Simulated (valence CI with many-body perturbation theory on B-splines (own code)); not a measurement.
# Dy16+: E2, M1 decay

Level of theory: configuration interaction combined with many-body perturbation theory (CI+MBPT): four valence electrons over a frozen Dirac-Fock core [Kr] 4d10, a basis of 7 s, 7 p, 7 d, 7 f, 4 g, 2 h functions for each j, with the one-electron correlation potential Σ1, the two-electron term Σ2, the three-electron term Σ3, Breit, model QED; selected CI, second order for the rest, scaled by the run's own slope (own B-spline code, finite nucleus).

No measured levels were compared; by estimate terms of the open shell hold to a few per cent of their energy, and close levels can change places.

Lines 51 to 100 of 119 in falling wavelength, among levels below 291530 cm⁻¹, chosen from the decays that carry over 1 % of a level's rate. Wavelengths and rates use the calculated energies, so an error of 2000 cm⁻¹ moves a line at 808.2 nm by 16 % and its rate by three times that or more. Electric multipoles are in the length gauge, E1 and E2 with the static RPA response of the core. Weak lines are less certain than strong ones. Lines between different terms over intervals too small for the method are left out, as are lines whose strength nearly cancels. Where a level lies close to another of its J and parity, the split of strength between their lines is uncertain.

Names give the largest LS component (configuration and term), which can be under half, so a name can repeat, a term be missing and a line seem to break the LS rules; names also repeat where a configuration has a term twice. Letters in brackets count levels of one name in rising energy.

```
λ vac (nm)         Upper         Lower  Type   A (s⁻¹)  Branch %
     808.2      4f4 5G_5      4f4 5F_5    M1  1.91e+00       5.4
     780.1  4f4 3P_1 [a]      4f4 5G_2    M1  8.93e-01       2.3
     759.1      4f4 5G_6      4f4 5F_5    M1  5.66e+00      20.7
     732.4  4f4 3G_3 [a]      4f4 5S_2    M1  3.28e-01       1.2
     720.7      4f4 3M_8  4f4 3K_7 [a]    M1  3.10e+00       8.8
     699.3      4f4 3L_8  4f4 3K_7 [a]    M1  1.51e+01      81.9
     698.5      4f4 3L_7  4f4 3K_6 [a]    M1  2.38e+01      51.5
     694.5  4f4 3D_2 [a]      4f4 5S_2    M1  1.23e+01      25.9
     663.3  4f4 3G_3 [a]      4f4 5F_3    M1  7.25e+00      26.0
     649.4  4f4 3G_4 [a]      4f4 5G_3    M1  7.20e-01       1.0
     642.3  4f4 3D_3 [a]      4f4 5G_3    M1  2.86e+00      11.8
     632.1  4f4 3D_2 [a]      4f4 5F_3    M1  1.89e+01      39.8
     613.3  4f4 1D_2 [a]      4f4 5G_2    M1  7.46e-01       1.9
     608.7  4f4 3G_4 [a]  4f4 5F_4 [b]    M1  2.56e+01      36.1
     602.5  4f4 3D_3 [a]  4f4 5F_4 [b]    M1  5.78e+00      23.9
     597.5  4f4 3G_4 [a]      4f4 5F_5    M1  8.56e+00      12.1
     574.9  4f4 3P_1 [a]      4f4 5S_2    M1  1.87e+01      47.9
     574.5  4f4 3H_6 [a]      4f4 5F_5    M1  3.66e-01       1.6
     561.6  4f4 3G_3 [a]      4f4 5F_2    M1  3.87e+00      13.9
     539.1  4f4 3D_2 [a]      4f4 5F_2    M1  1.01e+00       2.1
     523.0  4f4 3D_2 [a]      4f4 5F_1    M1  1.16e+01      24.5
     517.4  4f4 3H_6 [a]  4f4 3K_6 [a]    M1  3.44e-01       1.5
     489.7  4f4 3K_8 [a]      4f4 5I_8    M1  2.71e+01      66.8
     478.9  4f4 1D_2 [a]      4f4 5S_2    M1  1.68e+01      43.1
     468.6  4f4 3K_7 [a]      4f4 5I_7    M1  1.87e+01      43.0
     468.6  4f4 3D_3 [a]      4f4 5S_2    M1  2.57e+00      10.6
     466.2  4f4 3D_3 [a]  4f4 5F_4 [a]    M1  7.39e+00      30.5
     464.1  4f4 3P_1 [a]      4f4 5F_2    M1  3.48e+00       8.9
     452.2  4f4 3P_1 [a]      4f4 5F_1    M1  1.53e+01      39.2
     448.4  4f4 1D_2 [a]      4f4 5F_3    M1  2.65e+00       6.8
     442.6  4f4 3G_4 [a]      4f4 5F_3    M1  7.89e+00      11.1
     439.3  4f4 3D_3 [a]      4f4 5F_3    M1  4.48e-01       1.9
     434.4  4f4 3K_6 [a]      4f4 5I_6    M1  9.68e+00      27.0
     404.3  4f4 3K_8 [a]      4f4 5I_7    M1  1.28e+01      31.4
     401.3  4f4 5F_4 [a]      4f4 5I_5    M1  5.60e+00      27.9
     400.9      4f4 5F_5      4f4 5I_6    M1  2.47e+00      34.1
     399.5  4f4 1D_2 [a]      4f4 5F_2    M1  1.79e+00       4.6
     395.1      4f4 5F_2      4f4 5I_4    E2  1.04e-03       9.4
     390.6  4f4 1D_2 [a]      4f4 5F_1    M1  1.60e+01      40.9
     388.9  4f4 3P_0 [a]      4f4 5F_1    M1  3.35e+00      70.9
     387.8  4f4 3K_7 [a]      4f4 5I_6    M1  2.44e+01      56.0
     363.1  4f4 3K_6 [a]      4f4 5I_5    M1  2.60e+01      72.7
     356.6      4f4 5F_3      4f4 5I_4    M1  1.50e-01      11.7
     340.7  4f4 5F_4 [a]      4f4 5I_4    M1  1.44e+01      71.7
     339.4      4f4 5F_5      4f4 5I_5    M1  2.31e+00      31.8
     335.9  4f4 5F_4 [b]      4f4 5I_5    M1  1.65e+01      32.6
     324.7      4f4 5G_3      4f4 5I_5    E2  7.73e-02       1.3
     323.6      4f4 3M_8      4f4 5I_8    M1  9.68e+00      27.5
     318.3  4f4 3H_5 [a]      4f4 5I_6    M1  2.25e+01      48.7
     312.1      4f4 3L_9      4f4 5I_8    M1  2.59e+00      15.9
```
